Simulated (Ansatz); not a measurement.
Z-matrix (Å, degrees):
```
C
O 1 1.414
H 1 1.094 2 111.0
H 1 1.093 2 111.1 3 -121.6
H 1 1.090 2 107.8 3 119.0
Si 2 1.634 1 126.5 3 69.6
Cl 6 2.071 2 109.6 1 49.3
O 6 1.631 2 106.4 1 168.9
H 8 0.961 6 116.1 2 -5.4
```

The species carries charge 0 and has multiplicity 2.

(1) List the ωB97M-V/def2-TZVPP orbital energies in eV (the Gaussian-basis code of Ansatz). (An estimate is asked.)

## Answers

(1) Ansatz gave: α occupied: -2771.84, -1808.69, -526.68, -526.53, -283.07, -262.24, -199.73, -199.59, -199.59, -149.52, -103.71, -103.64, -103.61, -31.91, -31.18, -25.75, -22.43, -18.55, -17.12, -15.79, -15.73, -14.50, -13.39, -13.27, -12.15, -11.93, -11.60, -11.36, -8.07. α empty: 2.35, 2.79, 3.15, 3.63, 4.37, 4.71, 4.98, 5.38. β occupied: -2771.81, -1808.60, -526.60, -526.47, -283.07, -262.21, -199.65, -199.57, -199.56, -149.41, -103.57, -103.54, -103.46, -31.76, -31.05, -25.58, -22.38, -18.26, -16.99, -15.72, -15.64, -14.18, -13.27, -12.95, -11.98, -11.72, -11.51, -11.25. β empty: -0.82, 2.47, 2.88, 3.40, 3.83, 4.39, 4.70, 5.05. ⟨S²⟩ = 0.751.
